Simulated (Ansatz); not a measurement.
Start from `[OH][AlH][Cl]` and change one element to get `[OH][InH][Cl]`.

Ansatz, PBE0-D4/def2-TZVP geometries, multiplicity 1. Each molecule was computed in one conformer, which needn't be the lowest.

Elements past krypton have def2 core potentials.

| property | `[OH][AlH][Cl]` |
| --- | --- |
| HOMO–LUMO gap (PBE/def2-TZVPP) / eV | 6.15 |
| HOMO–LUMO gap (PBE0/def2-TZVPP) / eV | 8.35 |
| size of the dipole moment (B3LYP/def2-TZVPP) / D | 0.77 |
| LUMO energy (PBE0/def2-TZVPP) / eV | -0.76 |
| HOMO energy (PBE/def2-TZVPP) / eV | -7.68 |
| size of the dipole moment (PBE/def2-TZVPP) / D | 0.81 |

(1) What does the change do to each property? (Best estimate.)

Results:

(1) Computed: 
```json
{"property": "HOMO–LUMO gap (PBE/def2-TZVPP) / eV", "`[OH][InH][Cl]`": "4.89", "shift": "-1.26"}
{"property": "HOMO–LUMO gap (PBE0/def2-TZVPP) / eV", "`[OH][InH][Cl]`": "7.13", "shift": "-1.22"}
{"property": "size of the dipole moment (B3LYP/def2-TZVPP) / D", "`[OH][InH][Cl]`": "1.39", "shift": "0.62"}
{"property": "LUMO energy (PBE0/def2-TZVPP) / eV", "`[OH][InH][Cl]`": "-1.51", "shift": "-0.75"}
{"property": "HOMO energy (PBE/def2-TZVPP) / eV", "`[OH][InH][Cl]`": "-7.18", "shift": "0.50"}
{"property": "size of the dipole moment (PBE/def2-TZVPP) / D", "`[OH][InH][Cl]`": "1.32", "shift": "0.51"}
```

With PBE0 the HOMO rises by 0.47 eV and the LUMO falls by 0.75 eV, so the gap narrows by about 1.22 eV. PBE moves the HOMO by 0.50 eV and ωB97M-V by 0.46 eV. Dipoles are sizes alone; their direction can turn.

B3LYP here is the variant with VWN-RPA as its local correlation; programs differ in this.
